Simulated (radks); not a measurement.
All-electron atom: Zn in [Ar] 3d8 4s2 4d2 (not the ground configuration).

Calculated with a radial shooting solver on a logarithmic mesh with Libxc functionals: Dirac Kohn-Sham, LDA (Slater exchange, Perdew-Zunger correlation), spin-unpolarised, spherical densities, finite nucleus; open shells are shared between the two j in proportion to 2j + 1; Fermi nuclear charge, rms radius 3.9283 fm.

Energy parts (Ry):
total: -3583.45700
kinetic: 3648.85595
electron-nucleus: -8599.15397
Hartree: 1502.27441
exchange-correlation: -135.43339

Orbitals (lengths in bohr, moments of r in powers of bohr; r(max) is where P^2 peaks; r(90%) holds 90 % of the orbital's charge):
orbital,occ.,eigenvalue (Ry),r(90%),r(max),<1/r>,<r^2>,small-component weight
1s1/2,2,-700.6134,0.0900,0.03296,30.18,0.003415,1.17e-02
2s1/2,2,-87.09081,0.351,0.1897,6.607,0.06053,2.23e-03
2p1/2,2,-77.03443,0.321,0.1502,6.572,0.04728,2.22e-03
2p3/2,4,-75.28484,0.326,0.1530,6.415,0.04881,2.18e-03
3s1/2,2,-11.40775,1.01,0.5862,2.120,0.5243,5.11e-04
3p1/2,2,-8.20467,1.07,0.5828,1.998,0.5654,4.66e-04
3p3/2,4,-7.97009,1.08,0.5908,1.961,0.5819,4.55e-04
3d3/2,3.2,-2.60138,1.33,0.5470,1.649,0.7939,3.39e-04
3d5/2,4.8,-2.57045,1.34,0.5497,1.640,0.8032,3.37e-04
4s1/2,2,-1.28298,3.10,1.781,0.6328,4.968,7.04e-05
4p1/2,0,-0.69252,3.87,2.097,0.5139,7.515,4.81e-05
4p3/2,0,-0.67562,3.92,2.126,0.5062,7.722,4.70e-05
4d3/2,0.8,-0.08533,9.32,4.467,0.2241,40.64,1.03e-05
4d5/2,1.2,-0.08485,9.34,4.487,0.2233,40.90,1.02e-05
5s1/2,0,-0.18845,8.77,5.281,0.2144,40.72,1.10e-05

The highest occupied level is 4d5/2 at -1.154 eV. The configuration is held as typed, so some empty levels lie below it. Summed over all electrons, <r^2> = 102.8 bohr^2, which gives a Langevin (diamagnetic) susceptibility term of -81.5 x 10^-6 cm^3/mol.
